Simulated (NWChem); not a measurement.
**Lowest excitation of H2SSn**

```
S
H 1 1.3549
Sn 1 2.4630 2 95.56
H 3 1.7898 1 88.94 2 180.00
```
Charge 0, spin multiplicity 1.

Program: NWChem. Structure: optimised with B3LYP/def2-SVP with def2 effective core potentials on Sn, a minimum by its harmonic frequencies. It is one conformer; others weren't searched.

Basis set: def2-SVPD. CR-EOMCCSD(T) is the triples correction to the same EOM-CCSD root.

Effective core potentials replace the inner electrons of Sn; spin-orbit coupling is left out. The correlated methods keep 9 core orbitals frozen. B3LYP has NWChem's definition, with VWN1-RPA local correlation. The structure started from a generated list of species. No row is a measurement; the coupled-cluster row has its own basis-set and correlation limits.

```tsv
method	lowest vertical singlet excitation energy (eV)
TD-PBE	___
CIS	3.26
TDA-BHandHLYP	3.13
TD-B3LYP	2.93
EOM-CCSD	___
CR-EOMCCSD(T)	2.94
```

Q: Some entries are withheld; supply them.

A: 
- TD-PBE, lowest vertical singlet excitation energy (eV): 2.88
- EOM-CCSD, lowest vertical singlet excitation energy (eV): 3.05
